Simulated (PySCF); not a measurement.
**Electron correlation in Nb²³⁺ (niobium, charge +23)**

Starting occupation: [Ar]. All numbers are calculated (PySCF 2.14, X2C-1e with screened-nucleus spin-orbit coupling, Gaussian nucleus, in an uncontracted even-tempered set (19 s from 0.98 bohr⁻², ratio 2.6; 14 p from 1.3 bohr⁻², ratio 2.6; 6 d from 1.3 bohr⁻², ratio 2.8; 3 f from 27 bohr⁻², ratio 2.8)). Frozen: [Ne]; 8 electrons correlated; the 64 highest virtual spinors left out.

MP2 pair energies summed by pair of shells (mhartree):

```csv
pair,energy,share (%)
3p3/2-3p3/2,-138.17,39.5
3p1/2-3p3/2,-130.15,37.2
3p1/2-3p1/2,-34.97,10.0
3p3/2-3s1/2,-22.39,6.4
3s1/2-3s1/2,-12.74,3.6
3p1/2-3s1/2,-11.53,3.3
```

Total MP2 correlation energy: -349.94 mhartree.

The virtual space was cut to 50 spinors, which keep -336.12 of the -349.94 mhartree of MP2 correlation.

| level | correlation energy (mhartree) |
| --- | --- |
| CCSD | -371.05 |
| (T) | -2.83 |
| CCSD(T) | -373.88 |

Diagnostics: T1 = 0.00050, largest double amplitude 0.045.

**Question.** Is a single reference adequate?

**Answer.** Yes: T1 lies below 0.03 and no double amplitude reaches 0.07.

The coupled-cluster values are those of the cut space; adding the MP2 remainder, -13.82 mhartree, estimates the full space.

At this charge the one-electron X2C treatment keeps the bare 1/r₁₂, with no two-electron picture change or Breit term. The effect here is smaller than on the frozen 1s shell.
